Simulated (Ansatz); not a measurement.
The cluster Cs4Cl4⁻, relaxed as a doublet with UKS PBE-D4/def2-SVPD in Ansatz, starting from the GFN1-xTB geometry. Force threshold 0.02 eV/Å.

In the def2 sets Cs takes a core potential; there is no spin–orbit coupling. The highest occupied level of the charge -1 doublet lies above zero (up to 0.45 eV). The electron is either unbound and held by the finite basis, or the level is raised by self-interaction error. Another isomer (doublet) lies 0.12 eV lower at PBE0-D4/def2-TZVPD; other spin states weren't run for this one.

Start:

Cartesian coordinates in Å:
```
Cs -1.393 -2.711 1.136
Cs 0.378 1.316 1.847
Cs 3.034 0.405 -1.120
Cs -1.352 0.063 -1.854
Cl 0.713 2.266 -1.909
Cl -2.394 0.104 1.883
Cl 3.439 1.377 1.747
Cl -2.426 -2.820 -1.730
```

(1) Estimate the energy that the relaxation releases and the steps that it takes.

(2) Does the start keep its bonding and symmetry?

(3) Predict the relaxed structure.

Results:

(1) 95.2 kJ/mol, in 12 steps; 1.8 min on 4 threads of Arm Neoverse V2 on a shared host. The force fell under the threshold at step 7, but the optimiser went on and released 0.009 eV more. No frequencies were taken in this run, so the end may be a saddle point.

(2) By distances, no bond broke or formed, bridged metal pairs apart. The bond that changes most is Cs2–Cl5, from 3.89 to 3.38 Å (atoms count from 1). Metal–metal contacts that move far: Cs1–Cs2 4.46 to 5.74 Å, Cs3–Cs4 4.46 to 5.74 Å. The end is the same structure that another start reached. Point group C2 at the start, C2 at the end, both within 0.05 Å.

(3) 
```xyz
8

Cs   -1.0971   -3.1502    0.8522
Cs    0.4659    2.3001    1.7186
Cs    3.3436   -0.0191   -0.8234
Cs   -2.3085    0.2996   -1.7420
Cl    0.6500    1.8651   -1.6327
Cl   -1.9889    0.0247    1.6158
Cl    3.6453    1.6113    1.9968
Cl   -2.7102   -2.9314   -1.9853
```
Bond lengths (bridged metal pairs left out): 10 × Cl–Cs 3.26 to 3.39 Å; 1 × Cs–Cs 5.69 Å.
